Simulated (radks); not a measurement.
The numbers below are computed, except where a source is named.
Fractional charge and spin in the 2p shell of aluminium: the spin-up occupation runs from 2 to 3 and the spin-down occupation from 2 to 3; the fullest corner is Al+, [He] 2s2 3s2 2p(up 3, down 3). Code: a radial shooting solver on a logarithmic mesh with Libxc functionals. Model: scalar-relativistic Kohn-Sham, BLYP, spin-polarised, spherical densities, finite nucleus; Fermi nuclear charge, rms radius of each element as measured or else 0.836 A^(1/3) + 0.57 fm. Energy (eV) above the fullest corner. The planes named below are the two flat planes that join the four corners, with an edge along up + down = one added electron.

down \ up        2      2.5       3
2          217.789  150.870  92.042
2.5        150.870   92.831  42.434
3           92.042   42.434   0.000

Corners above the fullest one (they belong to Al2+ and the next ion): (up 3, down 2) 92.042 eV, (up 2, down 3) 92.042 eV, (up 2, down 2) 217.79 eV. With half an added electron in each spin the energy lies 0.790 eV from the planes, and with half an added electron in spin up alone -4.046 eV. The planes are only a guide here: the flat-plane condition holds for ground states with one frontier orbital, while this shell lies below other occupied shells, so the corners above the fullest one are inner-hole states and not the ground states of those ions.
